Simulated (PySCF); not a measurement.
MoO3 (SMILES [O]=[Mo](=[O])=[O]), singlet, geometry from GFN2-xTB (such geometries of metal compounds can be far from the true shape) (all electrons, no relativity).

PySCF was given this input:
```python
from pyscf import gto, scf, dft

mol = gto.Mole()
mol.atom = '''
    Mo   -0.00000000    0.00000000   -0.00000000
    O    -1.13052664   -1.19505018   -0.09977712
    O    -0.10130963    1.31480846   -0.98853729
    O     1.23183628   -0.11975828    1.08831441
'''
mol.basis = '3-21g'
mol.verbose = 4
mol.build()

mf = dft.RKS(mol)
mf.xc = 'lda,vwn'
mf.kernel()
```

Task: What does this run give for the dipole moment, nuclear repulsion energy, number of basis functions, total energy, HOMO-LUMO gap?

Result: 
```yaml
dipole_moment: 0.00 D
nuclear_repulsion_energy: 359.2472 Eh
number_of_basis_functions: 63
total_energy: -4177.401526 Ha
HOMO-LUMO gap: 1.91 eV
```
